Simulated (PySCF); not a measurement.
Al(Me)2(H), SMILES [AlH]([CH3])[CH3] (C2H7Al), PBE0/def2-SVP optimised geometry. Atoms within 1.6 Å of the plane z = 0.8 Å (x, y, z in Å): Al1 (-0.16, 0.48, 0.00), C2 (-1.14, -1.22, 0.00), H3 (-2.24, -1.09, 0.07), H4 (-0.83, -1.86, 0.84), C6 (1.80, 0.48, 0.00), H7 (2.24, 1.49, -0.07), H9 (2.19, 0.01, 0.92), H10 (-0.96, 1.86, 0.00).

Computed with PBE0/def2-TZVP in PySCF.

Map of the LUMO amplitude (bohr^(-3/2)) on the plane z = 0.8 Å; orbital energy -0.87 eV, overall sign arbitrary:

```
|44444444444444444444444444444|
|44444444444444444444444444444|
|44444444444444444444444444444|
|44444444444444444444444444444|
|44444444444444444444444444444|
|44444444444444444444444444444|
|44444444444555554444444444444|
|44444444455555555544444444444|
|44444444455666665554444444444|
|44444444556677776554444333344|
|44444444566788887654433333334|
|44444445567899987654333333333|
|44444445567899997653222333333|
|44444445567899987653111233333|
|44444444556788887643101233333|
|44444444556677776543212233333|
|44444444445566665543322333333|
|44444444444445555443333333333|
|44444433332234444444333333333|
|44444333321113344444433333334|
|44443333321002334444443333344|
|44443333322122333444444444444|
|44443333332223333444444444444|
|44443333333333333444444444444|
|44444333333333333344444444444|
|44444333333333333444444444444|
|44444433333333333444444444444|
|44444443333333334444444444444|
|44444444433333444444444444444|
```
Scale: ten equal steps from -0.076 (start of '0') to 0.112 (end of '9'), in the order '0123456789'; x runs from -4.50 to 4.50, y from -4.50 (bottom) to 4.50 (top).
